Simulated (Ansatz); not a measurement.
## Ligand exchange: CH5O3Sc + H2Se → Sc(OH)3 + SeH(CH3)

Species: CH5O3Sc `C[O][Sc]([OH])[OH]`, singlet; H2Se `[SeH2]`, singlet; Sc(OH)3, singlet; SeH(CH3), singlet. The partners trade CH3 for H: O–CH3 and Se–H bonds give way to O–H and Se–CH3.

Shapes, held fixed at every level: PBE0-D4/def2-TZVP. Flexible molecules stand in one conformer, not always the lowest. Programs: Ansatz 0.2.0. Electronic energies: no zero-point or thermal term.

Estimate ΔE of this reaction.

The highest level, CCSD(T)/def2-TZVPP, gives ΔE = -42.4 kJ/mol; the levels span -50.1 to -10.3. The column of differences is taken from that level and isn't an error. No measured value is set beside it here. Relativity is left out for Se. Outer-core shells of Sc, Se are correlated in most correlated rows, in sets that cover them unevenly.

```
              level                   kind  ΔE (kJ/mol)  less CCSD(T)/def2-TZVPP
        HF/def2-SVP           Hartree–Fock        -11.3                    +31.1
B3LYP-D4/def2-TZVPP          global hybrid        -37.8                     +4.6
 PBE0-D4/def2-TZVPP          global hybrid        -41.3                     +1.1
  B2PLYP/def2-TZVPP          double hybrid        -40.9                     +1.5
     MP2/def2-TZVPP    perturbation theory        -50.1                     -7.7
   CCSD(T)/def2-SVP  coupled cluster or CI        -10.3                    +32.1
      CCSD/def2-SVP  coupled cluster or CI        -10.8                    +31.6
 CCSD(T)/def2-TZVPP  coupled cluster or CI        -42.4                      0.0
```
